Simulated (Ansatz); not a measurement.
Total energies of the cluster Mg2Al4O8 (the lowest singlet isomer of a short search) from Ansatz at PBE0-D4/def2-SVP, gas phase (1 Eh = 27.2114 eV = 2625.5 kJ/mol). The reference geometry is relaxed at PBE-D4/def2-SVP.

```xyz
14

Mg    1.922    0.795    0.248
Mg   -0.804    1.784   -0.460
Al    0.906    0.245    2.526
Al   -0.294   -1.167    0.832
Al   -2.021   -0.577   -1.407
Al    0.593   -0.324   -1.841
O    -0.801   -0.894   -2.664
O    -1.756   -1.587   -0.015
O     0.252   -1.363    2.518
O     2.420    0.926    2.129
O    -2.395    1.081   -1.205
O    -0.141    0.809    1.125
O     0.959    1.358   -1.432
O     1.161   -1.089   -0.353
```

| state | geometry | energy (Eh) |
| --- | --- | --- |
| charge 0 singlet | reference | -1970.29981 |
| charge 1 doublet | reference | -1969.96297 |
| charge -1 doublet | reference | -1970.35385 |
| free Mg atom (singlet) | – | -199.88967 |
| free Al atom (doublet) | – | -242.16443 |
| free O atom (triplet) | – | -74.92490 |

Question: Work out the vertical ionisation energy to the doublet.

Answer: E(charge 1 doublet) − E(charge 0 singlet) = -1969.96297 − (-1970.29981) = 0.33684 Eh = 9.17 eV. For comparison, −ε of the highest occupied level is 7.48 eV at this level, 1.69 eV less.

Question: Work out the vertical electron affinity, to the doublet.

Answer: E(charge 0 singlet) − E(charge -1 doublet) = -1970.29981 − (-1970.35385) = 0.05404 Eh = 1.47 eV. The basis lacks diffuse functions, which makes affinities too small.

Question: Give the fundamental gap IE − EA, the Mulliken electronegativity (IE + EA)/2 and the hardness (IE − EA)/2.

Answer: From the values in Eh: IE − EA = 0.33684 − 0.05404 = 0.28280 Eh = 7.70 eV; (IE + EA)/2 = 5.32 eV; (IE − EA)/2 = 3.85 eV. The HOMO–LUMO gap of the same run is 4.86 eV, 2.84 eV smaller than the fundamental gap.

Question: What is the binding energy per atom against free atoms?

Answer: Atoms: 2 × (-199.88967) + 4 × (-242.16443) + 8 × (-74.92490) = -1967.83626 Eh. Binding: -1967.83626 − (-1970.29981) = 2.46355 Eh = 67.04 eV, or 4.79 eV for each of 14 atoms (no zero-point energy, no counterpoise term).

The structure comes from a short search, and lower isomers may exist.
